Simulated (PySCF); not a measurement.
Planning an EPR job on `[NH]C(=O)C1=C(F)C1` [radical].

Method: UKS B3LYP, pcH-1 on C F H N O, non-relativistic, mean-field spin-orbit, GIAO (PySCF 2.14.0). Geometry: GFN2-xTB. Work: unrestricted SCF, g, hyperfine, density and orbital grids written, density fitting. The input is one job of a driver script: a line of settings, then coordinates in Å.

Command:
```bash
OMP_NUM_THREADS=1 python probes_run.py task.json out
```

Input:
```
{"job": {"kind": "epr", "basis": "pcH-1"}, "charge": 0, "multiplicity": 2}
N      1.892958    -0.934197    -0.173437
C      1.313560     0.191582     0.138806
O      2.035849     1.147006     0.474723
C     -0.127603     0.248585     0.071036
C     -1.261904     0.882724     0.199565
F     -1.933928     1.959527     0.499868
C     -1.404081    -0.521985    -0.255065
H      2.903519    -0.960373    -0.123026
H     -1.649185    -0.730246    -1.290255
H     -1.760303    -1.277970     0.435258
```

Hardware: Arm Neoverse V1, one thread, no GPU, shared host. PySCF's memory limit was set to 1600 MB.

Task: How large is the basis?

Result: 205 functions.

Task: What wall time should be expected on this hardware?

Result: About 35 s. CPU seconds by part: SCF 19, spin–orbit mean field 1.4, g tensor 11, hyperfine 0.1.

Task: How much memory does it need at the peak?

Result: About 0.69 GiB. Peak memory is the resident size of the whole Python process, interpreter and libraries included.

Task: At this speed, how long would 20000 such jobs take on 64 cores, one job a core?

Result: 20000/64 gives 313 rounds of 35 s, about 3.0 h of wall time and 190 core-hours, if the jobs don't slow each other.

Times come from a shared host and carry two figures at best.
